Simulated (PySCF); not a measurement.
Task: Give a PBE0-D3(BJ)/def2-SVP geometry of neopentyl bromide (`C(CBr)(C)(C)C`).

Result: 
Z-matrix in Å and degrees, rows numbered from 1:
```
C 
C   1  1.5339
C   2  1.5284  1  109.51
C   2  1.5284  1  109.52  3  -120.98
C   2  1.5292  1  105.93  3   119.53
Br  5  1.9507  2  114.89  1  -179.96
H   1  1.1011  2  110.24  3    60.45
H   1  1.1016  2  111.52  3   180.00
H   1  1.1016  2  111.50  3   -59.08
H   3  1.1001  2  111.12  1   178.99
H   3  1.1009  2  110.48  1   -60.99
H   3  1.1018  2  111.24  1    58.77
H   4  1.1001  2  111.10  1  -178.99
H   4  1.1009  2  110.49  1    61.01
H   4  1.1018  2  111.24  1   -58.77
H   5  1.0985  2  111.10  1   -60.58
H   5  1.0986  2  111.09  1    60.68
```

Of the pairs four or more bonds apart, Br6···H13 is among the closest relative to their van der Waals radii: 2.89 Å, 95 % of the sum of Bondi's values.

Theory: PBE0-D3(BJ)/def2-SVP geometry optimisation, gas phase in PySCF 2.14.0.

Point group: Cs (every atom within 0.08 Å of its image). No PBE0-D3(BJ)/def2-SVP frequencies stand behind this structure, so it isn't proved a minimum.

The run took 38 s of wall time on an Arm Neoverse V1 with one thread, no GPU (shared host). These figures are those of the optimisation.
